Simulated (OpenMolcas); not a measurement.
# Computed transition rates of N I

| Property | Result |
| --- | --- |
| Program | OpenMolcas |
| Method | SS-CASPT2, IPEA 0.25 Eh, imaginary shift 0.1 Eh (closed shells correlated: 1s) |
| Basis | ANO-RCC-VTZP [4s3p2d1f] |
| Scalar Hamiltonian | DKH2, point nucleus |
| Active space | 5 electrons in 4 orbitals (2s 2p) |
| State averaging | 2S+1 = 4 odd, 1 root; 2S+1 = 2 odd, 8 roots kept (CI in the orbitals of an earlier block); 2S+1 = 4 even, 3 roots |
| Spin-orbit coupling | RASSI with atomic mean-field integrals over the reference wave functions, term energies averaged over their components |

Rates come from the transition moments of the reference wave functions (E1 and E2 in the length form). At fixed line strength A goes as λ^-3 for E1 and M1 and as λ^-5 for E2, so a rate at the computed wavelength can be rescaled to the measured one. Measured vacuum wavelengths follow from level energies in NIST Handbook of Basic Atomic Spectroscopic Data. Branching counts decays inside the model space alone, at computed energies, and the table is only a selection of the E2 and M1 lines, drawn from those between levels with measured partners whose computed energy lies within a factor of 1.5 of the measured one.

| Upper | Lower | Type | λ computed (nm) | λ measured (nm) | A computed (s-1) | A rescaled (s-1) | Branching % |
| --- | --- | --- | --- | --- | --- | --- | --- |
| 2s2 2p3 2P* 3/2 | 2s2 2p3 2D* 5/2 | E2 | 1064 | 1040 | 4.33e-02 | 4.85e-02 | 60.1 |
| 2s2 2p3 2P* 1/2 | 2s2 2p3 2D* 3/2 | E2 | 1064 | 1041 | 3.72e-02 | 4.15e-02 | 56.3 |
| 2s2 2p3 2P* 1/2 | 2s2 2p3 2D* 5/2 | E2 | 1064 | 1040 | 2.48e-02 | 2.78e-02 | 37.5 |
| 2s2 2p3 2P* 3/2 | 2s2 2p3 2D* 3/2 | E2 | 1064 | 1041 | 1.85e-02 | 2.06e-02 | 25.7 |
| 2s2 2p3 2P* 3/2 | 2s2 2p3 4S* 3/2 | M1 | 339.4 | 346.7 | 7.30e-03 |  | 10.1 |
| 2s2 2p3 2P* 1/2 | 2s2 2p3 4S* 3/2 | M1 | 339.4 | 346.8 | 2.92e-03 |  | 4.4 |
| 2s2 2p3 2P* 3/2 | 2s2 2p3 2D* 3/2 | M1 | 1064 | 1041 | 1.86e-03 |  | 2.6 |
| 2s2 2p3 2P* 1/2 | 2s2 2p3 2D* 3/2 | M1 | 1064 | 1041 | 1.17e-03 |  | 1.8 |
| 2s2 2p3 2P* 3/2 | 2s2 2p3 2D* 5/2 | M1 | 1064 | 1040 | 1.05e-03 |  | 1.5 |

Spin-changing lines and M1 lines between different terms are not rescaled, since their strength hangs on the term gaps too.

The largest correction is for 2s2 2p3 2P* 3/2 → 2s2 2p3 2D* 5/2 (E2): 4.33e-02 × (1064 / 1040)^5 = 4.85e-02 s-1, a factor of 1.12.

The computed rate and branching of 2s2 2p3 2P* 3/2 → 2s2 2p3 2D* 5/2 give the upper level a radiative lifetime of 0.601 / 4.33e-02 s-1 = 1.39e+01 s, counting decays inside the model space alone.

The computed order of these levels differs from the measured one in 2 places, and where term gaps are wrong the rates of spin-changing lines can be off by large factors.

No measured rate stands beside these. Rescaling mends the energy factor alone: line strengths can still be far off where a level mixes with configurations outside the active space, and weak or spin-changing lines hang on small mixing coefficients that depend on the term gaps too, so rescaling need not improve them.

Term energies are means over components that CASPT2 splits; among the terms shown or strongly mixed into the levels shown the widest spread is 250 cm-1 (2s2 2p3 2D*). Terms from blocks run as CI alone lack orbitals of their own. Measured partners are found by configuration, term and J. A level has none where our copy of the source lacks it or the pairing is in doubt (some pairs that miss far off the trend of their configuration count as doubtful). Levels of configurations outside the active space are missing.

* marks odd parity.
